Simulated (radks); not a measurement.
Results of a calculation; reference values are marked as such.
Excited configurations of Gd III: one electron is placed in a higher orbital outside [Xe] 4f7. The ground configuration is [Xe] 4f7 5d1. Code: a radial shooting solver on a logarithmic mesh with Libxc functionals. Model: scalar-relativistic Kohn-Sham, LDA (Slater exchange, Perdew-Wang correlation), spin-polarised, spherical densities, finite nucleus; open shells are filled with parallel spins first (spin-orbit coupling, left out, can overturn this in heavy ions); Fermi nuclear charge, rms radius 5.1569 fm. Excitation = E - E(ground); binding = E(ion) - E, where the ion is the core of charge +3; n* = 3/sqrt(2 binding) in atomic units, and the quantum defect is n - n*.

5f: excitation (eV) 12.462; binding (eV) 8.087; n* 3.891; quantum defect 1.109; eigenvalue (eV) -6.480
6s: excitation (eV) 0.601; binding (eV) 19.948; n* 2.478; quantum defect 3.522; eigenvalue (eV) -16.962
6d: excitation (eV) 10.825; binding (eV) 9.724; n* 3.549; quantum defect 2.451; eigenvalue (eV) -8.173
7p: excitation (eV) 12.171; binding (eV) 8.378; n* 3.823; quantum defect 3.177; eigenvalue (eV) -7.205
7d: excitation (eV) 14.569; binding (eV) 5.979; n* 4.525; quantum defect 2.475; eigenvalue (eV) -5.123
7f: excitation (eV) 16.786; binding (eV) 3.763; n* 5.704; quantum defect 1.296; eigenvalue (eV) -3.211

The Delta-SCF ionisation energy is 20.549 eV (NIST Atomic Spectra Database: 20.54 eV, semi-empirical). Self-interaction in the functional shifts the binding energies and quantum defects, so they are the method's values and not measured ones. Open shells are spherical and high-spin; term and fine-structure splittings are not resolved. Spin-orbit splitting is averaged out at the scalar-relativistic level.
